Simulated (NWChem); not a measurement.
System: diboron tetrachloride (B2Cl4); SMILES ClB(Cl)B(Cl)Cl

Here is an NWChem input.

```
start job
memory heap 200 mb stack 900 mb global 1100 mb
geometry units angstroms noautosym nocenter noautoz
  Cl    -1.099219     1.732285     1.047626
  B      0.000000     0.846438     0.000000
  Cl     1.099219     1.732285    -1.047626
  B      0.000000    -0.846438     0.000000
  Cl    -1.099219    -1.732285    -1.047626
  Cl     1.099219    -1.732285     1.047626
end
basis spherical
  Cl library 6-31g*
  B library 6-31g*
end
dft
  xc hfexch
  iterations 150
end
property
  shielding 2 1 2
end
task dft property
```

Parts of the log:

```
             Northwest Computational Chemistry Package (NWChem) 7.3.0
             --------------------------------------------------------

                             Geometry "geometry" -> ""
                             -------------------------

 Output coordinates in angstroms (scale by  1.889725989 to convert to a.u.)

  No.       Tag          Charge          X              Y              Z
 ---- ---------------- ---------- -------------- -------------- --------------
    1 Cl                  17.0000    -1.09921900     1.73228500     1.04762600
    2 B                    5.0000     0.00000000     0.84643800     0.00000000
    3 Cl                  17.0000     1.09921900     1.73228500    -1.04762600
    4 B                    5.0000     0.00000000    -0.84643800     0.00000000
    5 Cl                  17.0000    -1.09921900    -1.73228500    -1.04762600
    6 Cl                  17.0000     1.09921900    -1.73228500     1.04762600

 Effective nuclear repulsion energy (a.u.)     421.0803510085

  xc_inp: hfexch multiplicative factor not found.
                              NWChem Property Module
                              ----------------------

  itol2e modified to match energy
  convergence criterion.

                                 NWChem DFT Module
                                 -----------------

 Summary of "ao basis" -> "ao basis" (spherical)
 ------------------------------------------------------------------------------
       Tag                 Description            Shells   Functions and Types
 ---------------- ------------------------------  ------  ---------------------
 Cl                          6-31g*                  8       18   4s3p1d
 B                           6-31g*                  6       14   3s2p1d

  itol2e modified to match energy
  convergence criterion.

            General Information
            -------------------
          SCF calculation type: DFT
          Wavefunction type:  closed shell.
          No. of atoms     :     6
          No. of electrons :    78
           Alpha electrons :    39
            Beta electrons :    39
          Charge           :     0
          Spin multiplicity:     1
          Use of symmetry is: off; symmetry adaption is: off
          Maximum number of iterations: 150
          AO basis - number of functions:   100
                     number of shells:    44
          Convergence on energy requested:  1.00D-07
          Convergence on density requested:  1.00D-05
          Convergence on gradient requested:  5.00D-04

              XC Information
              --------------
                     Hartree-Fock (Exact) Exchange  1.000

      Superposition of Atomic Density Guess
      -------------------------------------

 Sum of atomic energies:       -1886.85450786

      Non-variational initial energy
      ------------------------------

 Total energy =   -1888.577030
 1-e energy   =   -3445.511608
 2-e energy   =    1135.854227
 HOMO         =      -0.302422
 LUMO         =       0.015253

   convergence    iter        energy       DeltaE   RMS-Dens  Diis-err
 ---------------- ----- ----------------- --------- --------- ---------
 d= 0,ls=0.0,diis     1  -1887.3426429499 -2.31D+03  1.13D-02  5.79D-01
 d= 0,ls=0.0,diis     2  -1887.4169116586 -7.43D-02  4.86D-03  2.19D-01
 d= 0,ls=0.0,diis     3  -1887.4493596162 -3.24D-02  1.62D-03  4.83D-03
 d= 0,ls=0.0,diis     4  -1887.4510119820 -1.65D-03  3.30D-04  1.15D-04
 d= 0,ls=0.0,diis     5  -1887.4510598126 -4.78D-05  8.84D-05  8.69D-06
  Resetting Diis
 d= 0,ls=0.0,diis     6  -1887.4510636743 -3.86D-06  2.52D-05  7.54D-07
 d= 0,ls=0.0,diis     7  -1887.4510640587 -3.84D-07  2.98D-06  4.01D-08
 d= 0,ls=0.0,diis     8  -1887.4510640723 -1.36D-08  1.29D-06  7.17D-09

         Total DFT energy =    -1887.451064072284
      One electron energy =    -3446.074441486510
           Coulomb energy =     1255.714556187804
    Exchange-Corr. energy =     -118.171529782128
 Nuclear repulsion energy =      421.080351008550

 Numeric. integr. density =        0.000000000000

                       DFT Final Molecular Orbital Analysis
                       ------------------------------------

 Vector   37  Occ=2.000000D+00  E=-4.738912D-01
              MO Center= -1.5D-13, -1.8D-09,  1.7D-12, r^2= 6.4D+00
   Bfn.  Coefficient  Atom+Function         Bfn.  Coefficient  Atom+Function
  ----- ------------  ---------------      ----- ------------  ---------------
     8      0.257513  1 Cl py                40     -0.257513  3 Cl py
    72     -0.257513  5 Cl py                90      0.257513  6 Cl py
     9     -0.222492  1 Cl pz                41     -0.222492  3 Cl pz
    73      0.222492  5 Cl pz                91      0.222492  6 Cl pz
     7      0.161379  1 Cl px                39      0.161379  3 Cl px

 Vector   38  Occ=2.000000D+00  E=-4.732763D-01
              MO Center=  1.2D-12,  1.8D-09, -2.5D-12, r^2= 6.4D+00
   Bfn.  Coefficient  Atom+Function         Bfn.  Coefficient  Atom+Function
  ----- ------------  ---------------      ----- ------------  ---------------
     8      0.259893  1 Cl py                40     -0.259893  3 Cl py
    72      0.259893  5 Cl py                90     -0.259893  6 Cl py
     7      0.228899  1 Cl px                39      0.228899  3 Cl px
    71     -0.228899  5 Cl px                89     -0.228899  6 Cl px
     9     -0.149047  1 Cl pz                41     -0.149047  3 Cl pz

 Vector   39  Occ=2.000000D+00  E=-4.367677D-01
              MO Center=  1.6D-13,  2.2D-13,  2.6D-12, r^2= 5.1D+00
   Bfn.  Coefficient  Atom+Function         Bfn.  Coefficient  Atom+Function
  ----- ------------  ---------------      ----- ------------  ---------------
     8      0.323238  1 Cl py                40      0.323238  3 Cl py
    72     -0.323238  5 Cl py                90     -0.323238  6 Cl py
    22     -0.258480  2 B  py                54      0.258480  4 B  py
    12      0.193348  1 Cl py                44      0.193348  3 Cl py
    76     -0.193348  5 Cl py                94     -0.193348  6 Cl py

 Vector   40  Occ=0.000000D+00  E= 5.735968D-02
              MO Center= -6.8D-14, -6.8D-12,  1.2D-13, r^2= 3.6D+00
   Bfn.  Coefficient  Atom+Function         Bfn.  Coefficient  Atom+Function
  ----- ------------  ---------------      ----- ------------  ---------------
    27      0.455226  2 B  pz                59      0.455226  4 B  pz
    23      0.260097  2 B  pz                55      0.260097  4 B  pz
    25      0.246265  2 B  px                57     -0.246265  4 B  px
    11     -0.193751  1 Cl px                43     -0.193751  3 Cl px
    75      0.193751  5 Cl px                93      0.193751  6 Cl px

 Vector   41  Occ=0.000000D+00  E= 6.355436D-02
              MO Center= -8.6D-14,  6.7D-12,  9.4D-15, r^2= 3.6D+00
   Bfn.  Coefficient  Atom+Function         Bfn.  Coefficient  Atom+Function
  ----- ------------  ---------------      ----- ------------  ---------------
    25      0.456810  2 B  px                57      0.456810  4 B  px
    27      0.272210  2 B  pz                59     -0.272210  4 B  pz
    21      0.254999  2 B  px                53      0.254999  4 B  px
    13     -0.202339  1 Cl pz                45     -0.202339  3 Cl pz
    77      0.202339  5 Cl pz                95      0.202339  6 Cl pz

[...]

          -----------------------------------------
          Chemical Shielding Tensors (GIAO, in ppm)
          -----------------------------------------

                                NWChem CPHF Module
                                ------------------

  scftype          =     RHF
  nclosed          =       39
  nopen            =        0
  variables        =     2379
  # of vectors     =        3
  tolerance        = 0.10D-03
  level shift      = 0.00D+00
  max iterations   =       50
  max subspace     =       30

 SCF residual:    6.6555908079477582E-005

Iterative solution of linear equations
  No. of variables     2379
  No. of equations        3
  Maximum subspace       30
        Iterations       50
       Convergence  1.0D-04

   iter   nsub   residual    time
   ----  ------  --------  ---------
     1      3    1.37D+00      55.3
     2      6    3.65D-01      57.3
     3      9    5.88D-02      59.2
     4     12    7.67D-03      61.2
     5     15    1.52D-03      63.2
     6     18    2.30D-04      65.2
     7     21    3.46D-05      67.2

      Atom:    1  Cl
        Diamagnetic
   1147.4312     -3.4472     -4.1531
     -3.4472   1146.8760      3.3190
     -4.1531      3.3190   1147.0128

        Paramagnetic
   -300.4566   -127.1190    144.5384
   -127.1190   -526.3090    121.2593
    144.5384    121.2593   -287.1830

        Total Shielding Tensor
    846.9746   -130.5662    140.3854
   -130.5662    620.5670    124.5783
    140.3854    124.5783    859.8298

           isotropic =     775.7905
          anisotropy =     327.2163

          Principal Components and Axis System
                 1           2           3
              993.9347    852.9903    480.4464

      1         0.6909      0.5708      0.4436
      2        -0.0004     -0.6133      0.7899
      3         0.7229     -0.5459     -0.4235

      Atom:    2  B
        Diamagnetic
    193.8707     -0.0000     -9.6621
     -0.0000    203.0332      0.0000
     -9.6621      0.0000    192.7619

        Paramagnetic
   -132.6384     -0.0000     61.2112
     -0.0000   -155.1986      0.0000
     61.2112      0.0000   -128.4129

        Total Shielding Tensor
     61.2323     -0.0000     51.5491
     -0.0000     47.8346      0.0000
     51.5491      0.0000     64.3489

           isotropic =      57.8053
          anisotropy =      84.8369

          Principal Components and Axis System
                 1           2           3
              114.3632     47.8346     11.2180

      1         0.6963     -0.0000      0.7177
      2         0.0000      1.0000      0.0000
      3         0.7177      0.0000     -0.6963
```

Level: Hartree-Fock/6-31G* (spherical d), GIAO. Structure relaxed at the B3LYP/6-31G* (spherical d) level. The printed shielding anisotropy is the first printed principal value minus the mean of the other two.
